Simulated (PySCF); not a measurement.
Electric properties by functional and basis

Species: C₅H₈Si.
InChI=1S/C5H8Si/c1-2-6-4-3-5-6/h1,6H,3-5H2

PySCF, dipoles from the SCF density, polarisabilities from static response with core orbitals frozen. Isolated species at its PBE0-D3(BJ)/def2-SVP geometry (one conformer only).

The anisotropy is √(½[(α1 − α2)² + (α2 − α3)² + (α3 − α1)²]).

```tsv
level	μ (D)	α (Å³)	anisotropy (Å³)
LDA/def2-SVPD	0.549	12.96	6.33
PBE/def2-SVPD	0.536	12.79	6.28
B3LYP/def2-SVPD	0.468	12.44	5.88
PBE0/def2-SVPD	0.499	12.32	5.84
BHandHLYP/def2-SVPD	0.453	12.00	5.50
CAM-B3LYP/def2-SVPD	0.450	12.18	5.55
wB97X-D/def2-SVPD	0.484	12.22	5.57
LC-wPBE/def2-SVPD	0.473	11.83	5.30
HF/def2-SVPD	0.500	11.61	5.10
PBE0/6-31G*	0.596	10.33	6.32
PBE0/def2-SVP	0.517	10.80	6.27
PBE0/6-31+G*	0.546	11.60	6.27
PBE0/aug-cc-pVDZ	0.514	12.63	5.97
PBE0/def2-TZVP	0.518	12.00	6.20
PBE0/def2-TZVPD	0.512	12.60	5.92
```

The dipole runs from 0.45 D (CAM-B3LYP/def2-SVPD) to 0.60 D (PBE0/6-31G*). No reference polarisability is at hand; against PBE0 in the largest diffuse basis at hand (def2-TZVPD) the other PBE0 rows deviate by 6-31G* -18%, def2-SVP -14%, 6-31+G* -8%, def2-SVPD -2%, aug-cc-pVDZ 0%, def2-TZVP -5%. In one basis (def2-SVPD) the functionals order the polarisability from HF (lowest) to LDA (highest), a spread of 12%. With PBE0 the polarisability is 11.04 Å³ without diffuse functions (mean of 6-31G*, def2-SVP and def2-TZVP) and 12.29 Å³ with them (mean of 6-31+G*, def2-SVPD, aug-cc-pVDZ and def2-TZVPD).
